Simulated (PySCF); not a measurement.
C5H5N3.
Cartesian coordinates in Å at the GFN2-xTB level; atoms count from 1:
```
atom  x, y, z in Å
C1     3.348   -1.168    0.166
C2     2.253   -0.681    0.117
C3     0.986   -0.076    0.059
C4     0.669    1.297    0.090
N5    -0.646    1.411    0.010
N6    -1.088    0.176   -0.065
C7    -2.481   -0.132   -0.163
N8    -0.163   -0.748   -0.039
H9     4.302   -1.604    0.208
H10    1.314    2.146    0.163
H11   -2.679   -0.681   -1.085
H12   -3.030    0.807   -0.163
H13   -2.789   -0.746    0.684
```

NICS is the negative of the GIAO shielding at a point without a nucleus: at the ring centre (0) and 1 Å above and below it (1); zz is the component along the ring normal. Level: GIAO PBE0/pcSseg-1 (PySCF, non-relativistic, gas phase) on the GFN2-xTB geometry, one conformer.

Ring bond lengths (Å), with Mayer bond orders in brackets: C3–C4 1.409 (1.30), C4–N5 1.322 (1.53), N5–N6 1.313 (1.24), N6–N8 1.308 (1.25), N8–C3 1.335 (1.41).

Give the NICS values of each ring in ppm.

```json
{"ring": "C3–C4–N5–N6–N8", "type": "5-membered ring with 3 N; formal bonds all aromatic", "NICS(0)": "-13.6", "NICS(1), two faces": "-13.0 / -13.0", "NICS(1)zz, two faces": "-32.2 / -32.2", "rms pucker (Å)": "0.00", "centre to ring atoms, mean (Å)": "1.14"}
```

What can be read from them?

- C3–C4–N5–N6–N8: mean NICS(1)zz -32.2 ppm, shielded. For a flat ring without four-coordinate atoms the NICS criterion counts such a value as aromatic.

What does the geometric index give? HOMA = 1 − mean of α(R − Ropt)² over the ring bonds, with Krygowski's 1993 parameters (CC: Ropt 1.388 Å, α 257.7 Å⁻²; CN: Ropt 1.334 Å, α 93.52 Å⁻²; NN: Ropt 1.309 Å, α 130.33 Å⁻²).

- C3–C4–N5–N6–N8: HOMA 0.97; the largest term is that of C3–C4, α(R − Ropt)² = 0.11. The geometric and the magnetic index point the same way.

What is the mean of the two in-plane components of NICS at the first NICS(1) probe listed for ring C3–C4–N5–N6–N8, 1 Å off the ring?

The isotropic value is a third of the trace: (3 × -13.0 − (-32.2))/2 = -3.4 ppm.

List the ring angles and the Hirshfeld charges of the ring atoms.

- C3–C4–N5–N6–N8: C3 107.3° (+0.018 e), C4 107.9° (-0.025 e), N5 104.9° (-0.130 e), N6 115.1° (+0.105 e), N8 104.8° (-0.125 e); sum 540.0° against 540° for a flat convex ring.

How shielded are the nuclei of the rings and their hydrogens (means over atoms taken as equivalent)?

```csv
atoms,environment,σ isotropic (ppm)
C3,substituted aromatic carbon,50.7
C4,aromatic CH next to a ring nitrogen,43.0
N5,pyridine-type nitrogen,-101.0
N6,pyrrole-type nitrogen,-2.1
N8,pyridine-type nitrogen,-106.9
H10,aromatic hydrogen,24.03
```
